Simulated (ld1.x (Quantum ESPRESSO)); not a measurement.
**gallium: one change to a TM potential, before and after**

| Quantity | Value |
| --- | --- |
| Element | gallium |
| Generator | ld1.x (Quantum ESPRESSO) 7.5 |
| Type | norm-conserving Troullier–Martins (Kleinman–Bylander form) |
| Functional | BLYP |
| Relativity | scalar-relativistic |
| Frozen core | [Ar] 3d10 |
| Valence charge | 3 |
| Reference configuration | 4s2 4p1 |
| Partial waves | 4s (bound): rc 2.00 bohr; 4p (bound): rc 2.00 bohr |
| Local potential | the p channel |
| Core correction | none |

All-electron outer shells of the reference configuration (BLYP, scalar-relativistic, ld1.x):

```json
{"shell": "3p", "level (eV)": "-98.64", "outermost node (bohr)": "0.24", "outermost maximum (bohr)": "0.56"}
{"shell": "3d", "level (eV)": "-19.04", "outermost node (bohr)": "–", "outermost maximum (bohr)": "0.53"}
{"shell": "4s", "level (eV)": "-8.91", "outermost node (bohr)": "0.81", "outermost maximum (bohr)": "1.87"}
{"shell": "4p", "level (eV)": "-2.51", "outermost node (bohr)": "0.87", "outermost maximum (bohr)": "2.53"}
```

Change: all radii scaled by about 1.26 (s 2.52, p 2.52 bohr).

Cutoffs: the cutoffs (Ry, on a coarse ladder) from which the occupation-weighted sum of valence levels, in a spherical-Bessel basis at the reference potential, stays within 10 and 1 mRy of its value at 400 Ry; they do not see the model core or the augmentation charge, which bear on the density cutoff. Errors are all-electron minus pseudo energies relative to the spin-unpolarised reference configuration.

Problem. Predict the effect on cutoff, ghosts and configuration errors.

Solution. The potential gets softer (15 Ry and 35 Ry → 10 Ry and 21 Ry); the bound ghost in s disappears; of the 7 tests that both files solve, the error grows in 2 and shrinks in 2 by more than 15 % and 0.3 meV (median size 20.8 → 18.6 meV). A larger radius leaves more room for a smooth pseudo-wave, so fewer plane waves are needed.

| quantity | base | changed |
| --- | --- | --- |
| cutoff, loose | 15 Ry | 10 Ry |
| cutoff, tight | 35 Ry | 21 Ry |
| loose cutoff by channel (10 mRy a level) | s 12 Ry, p 6 Ry | s 8 Ry, p 6 Ry |
| bound ghosts | s | none |
| error for 4s2 4p0, meV [ΔE 5.67 eV] | +21 | +26 |
| error for 4s1 4p0, meV [ΔE 26.91 eV] | +166 | +164 |
| error for 4s2 4p0.5, meV [ΔE 2.01 eV] | +3.6 | +4.4 |
| error for 4s1 4p1, meV [ΔE 13.05 eV] | +25 | +19 |
| error for 4s1 4p2, meV [ΔE 6.58 eV] | +20 | +16 |
| error for 4s0 4p3, meV [ΔE 13.51 eV] | +117 | +103 |
| error for 4s2 4p1.3, meV [ΔE -0.51 eV] | +0.7 | +0.8 |

 A true bound ghost makes a file unfit for plane-wave use even where its test errors are small: the radial tests pick states by their node count and pass the ghost by.
